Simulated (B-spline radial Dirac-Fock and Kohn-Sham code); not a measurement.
How the binding energies of Zn¹³⁺ add up

System: the Zn¹³⁺ ion in the configuration [Ne] 3s2 3p5; nuclear rms radius 3.9283 fm (A = 64).

The run's input, task.json:

```json
{"items": [{
  "Z": 30,
  "q": 13,
  "cfg": [[1, 0, 2], [2, 0, 2], [2, 1, 6], [3, 0, 2], [3, 1, 5]],
  "A": 64,
  "rrms": 3.9283,
  "do": ["binding"]
}]}
```

Launch: `python xray_run.py task.json out`

Model: relaxed Dirac-Fock hole states (ΔSCF) with Breit and QED corrections and a finite nucleus. Program: a B-spline atomic structure program. Electron correlation is not included. Energies are counted from the vacuum level. Subshells whose hole state is unreliable or did not converge are left out.

All terms are in eV, carry their sign (relaxation lowers the binding energy) and add up to the binding energy; ⟨r⟩ is the mean radius of the orbital in the initial state.

```
subshell  −ε (Koopmans)  relaxation   Gaunt  retardation  self-energy  vacuum polarisation  binding energy  ⟨r⟩ (bohr)
      1s        10157.2      -29.00  -13.39         0.90        -6.44                 0.60         10109.8       0.050
      2s         1657.4       -7.08   -0.99         0.04        -0.67                 0.06          1648.8       0.224
   2p1/2         1505.0       -8.61   -1.75         0.18         0.09                -0.01          1494.9       0.194
      3s          511.2       -0.84   -0.17         0.01        -0.13                 0.01           510.1       0.599
      3p          456.1       -0.89   -0.24         0.04         0.01                 0.00           455.0       0.599
```

For the deepest level, K (1s), the Breit terms make up -0.124 % of the binding energy, QED -0.058 % and orbital relaxation -0.287 %.

Going to the tabulated ground configuration of the next ion removes an electron from M2,3 (3p), computed at 455.0 eV. NIST lists 453.4 ± 0.3 eV as the ionisation energy of this species (semi-empirical), -1.57 eV from the computed value. Where a p, d or f shell is open in either ion the computed value averages over both j values and all terms, while the table refers to the lowest levels; that difference holds spin-orbit splitting (largest in heavy or highly charged ions), term energies where several electrons share open shells, and correlation, and it can reach 10 % or more.
